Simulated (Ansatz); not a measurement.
CH10N2O2Si2 (SMILES C[Si](O)(O)N[SiH2]N), singlet, geometry from GFN2-xTB, with bond 10-2 at 2.4 times its length; SC-NEVPT2/STO-3G, CASSCF(6,4) run with Ansatz (a first-principles code).

Here is a job for Ansatz.
Ansatz 0.2 input:
```yaml
crystal:
  periodic: [false, false, false]
  atoms:
    - {symbol: Si, position_ang: [-1.12977562, -0.11644705, -0.29551750]}
    - {symbol: C, position_ang: [-2.39438437, -1.21694902, 0.57951763]}
    - {symbol: O, position_ang: [-1.39204134, 1.49053429, -0.14137528]}
    - {symbol: O, position_ang: [-1.28395285, -0.41260025, -1.88652558]}
    - {symbol: N, position_ang: [0.45133255, -0.46053147, 0.32462868]}
    - {symbol: Si, position_ang: [1.82109848, 0.58416455, 0.33147900]}
    - {symbol: N, position_ang: [3.09397312, -0.38520642, 0.97805511]}
    - {symbol: H, position_ang: [-2.30158079, -2.24725020, 0.25615780]}
    - {symbol: H, position_ang: [-3.40366064, -0.89329890, 0.35009421]}
    - {symbol: H, position_ang: [-2.10133544, -1.16253543, 3.16671415]}
    - {symbol: H, position_ang: [-1.26002455, 1.89463338, 0.71022268]}
    - {symbol: H, position_ang: [-1.03117175, 0.26603705, -2.50710465]}
    - {symbol: H, position_ang: [0.60213766, -1.38708499, 0.68302188]}
    - {symbol: H, position_ang: [2.03977908, 1.11951196, -1.02280580]}
    - {symbol: H, position_ang: [1.66010615, 1.69079842, 1.28385895]}
    - {symbol: H, position_ang: [3.27838398, -1.27562331, 0.54387336]}
    - {symbol: H, position_ang: [3.96691160, 0.07689535, 1.16901915]}
basis:
  gaussian:
    orbitals: STO-3G
magnetization: {spin_polarized: false}
correlation: {method: sc_nevpt2, electrons: all, active_space: {window: {electrons: 6, orbitals: 4}}}
```

What the program printed (banner, timings and long lists left out):

```
Functional definition: HF
683 factors; integrals over basis functions are off by at most 4.4e-5 eV
mean field evaluation 1: about -23650.1762 eV, gradient 3.7e1 eV
mean field evaluation 2: about -23650.3358 eV, gradient 3.7e1 eV
mean field evaluation 4: about -23655.9200 eV, gradient 9.0e0 eV
mean field evaluation 8: about -23656.3034 eV, gradient 3.1e-2 eV
mean field -23656.29923260 eV, -869.3529619824 hartree, gradient 7.7e-7 eV, S^2 0.000000; 0 other end points of the search recorded, 0 dependent functions left out; unrestricted orbitals would lower it
reference -23656.29923260 eV, -869.3529619824 hartree; 37, 37 occupied and 16, 16 virtual orbitals, 683 factors
state -23661.20138811 eV, -869.5331128746 hartree
state -23661.20138811 eV, -869.5331128746 hartree; corrected -23668.27959730 eV, -869.7932322648 hartree
WARN: 2 active orbitals are nearly empty or full. The corrections depend on them more than the energy does, and are more stable in an active space without them
Total energy: -23668.27959730 eV, -869.7932322648 hartree
```
